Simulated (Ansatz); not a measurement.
`C[SiH](N)[AlH][Cl]` → `[NH2][AlH][CH]([SiH3])Cl`  (isomerisation)

Isolated molecules relaxed with PBE0-D4/def2-TZVP in Ansatz; ΔE leaves out vibrations. CCSD(T)/CBS is the MP2 limit (def2-TZVPP, def2-QZVPP) plus CCSD(T) − MP2 in def2-TZVPP, frozen cores. Functionals use def2-TZVPP. B3LYP here is the variant with VWN-RPA as its local correlation; programs differ in this. One conformer a species, not always the lowest.

`C[SiH](N)[AlH][Cl]`:

```xyz
12

C    -0.843    1.451   -0.294
Si    0.457    0.103   -0.265
N     0.141   -1.002   -1.562
Al    0.425   -1.176    1.829
Cl    0.017   -0.094    3.597
H    -1.848    1.035   -0.197
H    -0.794    2.013   -1.231
H    -0.679    2.155    0.526
H     1.787    0.800   -0.365
H     0.587   -1.906   -1.564
H     0.072   -0.649   -2.505
H     0.678   -2.729    2.033
```

`[NH2][AlH][CH]([SiH3])Cl`:

```xyz
12

N     2.403    0.677    0.313
Al    0.901    0.820   -0.590
C    -0.362   -0.691   -0.531
Si   -1.959   -0.351    0.391
Cl    0.436   -2.110    0.253
H     2.667   -0.146    0.830
H     3.115    1.385    0.378
H     0.568    2.134   -1.404
H    -0.615   -1.001   -1.551
H    -2.837   -1.549    0.423
H    -2.669    0.766   -0.294
H    -1.647    0.065    1.783
```

```
        level  ΔE (kcal/mol)  difference from CCSD(T)/CBS
       PBE-D4           42.5                          0.5
    r2SCAN-D4           42.9                          0.9
      PBE0-D4           44.2                          2.2
      ωB97M-V           40.9                         -1.1
          PBE           43.2                          1.2
       r2SCAN           43.0                          1.0
         PBE0           44.7                          2.7
        B3LYP           42.7                          0.7
HF/def2-TZVPP           45.6                          3.6
MP2/CBS(def2)           41.7                         -0.3
  CCSD(T)/CBS           42.0                            0
```

Largest T1 diagnostic among the species: 0.011.

The D4 term adds −1.1 kcal/mol with B3LYP and −0.5 kcal/mol with PBE0; it sums over pairs of atoms, weighted by their polarisabilities, and B3LYP, whose exchange is more repulsive, gets the larger term. In def2-TZVPP, CCSD(T) changes the Hartree–Fock value by −3.8 kcal/mol (the triples alone add −0.9 kcal/mol) and MP2 by −4.1 kcal/mol. From PBE to PBE0 (25 % exact exchange), in def2-TZVPP and without D4, ΔE moves by +1.5 kcal/mol.
